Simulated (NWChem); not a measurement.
## Basis-set convergence for Cl3Sb

SMILES: [Sb]([Cl])([Cl])[Cl]
```xyz
4

Sb     0.0021     0.5750     0.0000
Cl    -1.0484    -0.5712     1.8123
Cl    -1.0484    -0.5712    -1.8123
Cl     2.0905    -0.5827     0.0000
```
Charge 0, spin multiplicity 1.

Everything below was run with NWChem. All single points use one geometry, from B3LYP/def2-SVP with def2 effective core potentials on Sb, a minimum by its harmonic frequencies.

Quantity: dipole moment at the level PBE0.

Effective core potentials replace the inner electrons of Sb; spin-orbit coupling is left out. The structure started from a generated list of species.

Costs are rough ratios of processor time within this set of runs, SCF included, with def2-SVP as 1.

```tsv
basis	functions	dipole moment (D)	relative cost
def2-SVP	80	2.98	1
def2-SVPD	113	2.86	under 3
def2-TZVP	161	2.85	4
def2-TZVPP	176	2.84	4
def2-TZVPD	194	2.78	8
```

Smallest basis within 0.03 D of def2-TZVPD, the largest set run: no smaller one. def2-TZVPD isn't the basis-set limit itself, and a small set can land close by cancellation.
